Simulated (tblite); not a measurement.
Species: C4H6FOSi2 (doublet state).
Numbering: `[F:1][c:2]1[cH:3][cH:4][o:5][c:6]1[SiH:7][SiH3:8]` (hydrogens: H9 on C3; H10 on C4; H11 on Si7; H12, H13, H14 on Si8)

Structure optimised with GFN2-xTB, isolated species. This method treats the open shell by occupation alone, without spin polarisation.

(1) List the bond lengths, angles and torsions at this level.

Results:

(1) 
```csv
bond,length (Å)
F1–C2,1.340
C2–C3,1.408
C3–C4,1.363
C4–O5,1.344
O5–C6,1.362
C6–Si7,1.855
Si7–Si8,2.284
C2–C6,1.378
C3–H9,1.070
C4–H10,1.072
Si7–H11,1.465
"Si8–H12, Si8–H13, Si8–H14",1.467
```

Bonds in one row agree within 0.01 Å and their mean is given. A selection of angles:
```csv
angle,degrees
F1–C2–C3,126.0
F1–C2–C6,125.3
C3–C2–C6,108.7
C2–C3–C4,104.6
C2–C3–H9,127.3
C4–C3–H9,128.1
C3–C4–O5,111.1
C3–C4–H10,131.6
O5–C4–H10,117.3
C4–O5–C6,108.4
O5–C6–Si7,118.6
C2–C6–O5,107.2
C2–C6–Si7,134.0
C6–Si7–Si8,115.4
C6–Si7–H11,105.0
Si8–Si7–H11,126.8
Si7–Si8–H12,117.5
Si7–Si8–H13,109.2
Si7–Si8–H14,108.0
H12–Si8–H13,107.0
H12–Si8–H14,106.2
H13–Si8–H14,108.7
```

Dihedral angles: O5–C6–Si7–Si8 -25° (synperiplanar). The mirror-image conformer, all signs reversed, is as good.

C2 (carbon bonded to 2 C and F) is planar (angles 126.0°, 125.3° and 108.7°, sum 360.0°, 0.01 Å off the plane of its three neighbours). C3 (carbon bonded to 2 C and H) is planar (angles 128.1°, 127.3° and 104.6°, sum 360.0°, 0.00 Å off the plane of its three neighbours). Si8 (silicon bonded to Si and 3 H) is distorted tetrahedral (angles from 106.2° to 117.5°). The 3 C–C bonds span 1.363 Å (C3–C4, aromatic) to 1.408 Å (C2–C3, aromatic), a spread of 0.045 Å. C6 (carbon bonded to C, O and Si) is planar (angles 134.0°, 118.6° and 107.2°, sum 359.8°, 0.04 Å off the plane of its three neighbours). O5 (oxygen bonded to 2 C) is bent (angle 108.4°). The 5-membered ring C2–C3–C4–O5–C6 has internal angles of 104.6° to 111.1°; it is planar, 0.00 Å rms from its mean plane, widest ring torsion 1°.

Point group: C1 (no symmetry element, even within 0.4 Å). Its GFN2-xTB frequencies are all real (lowest 16 cm⁻¹).

These are computed values.
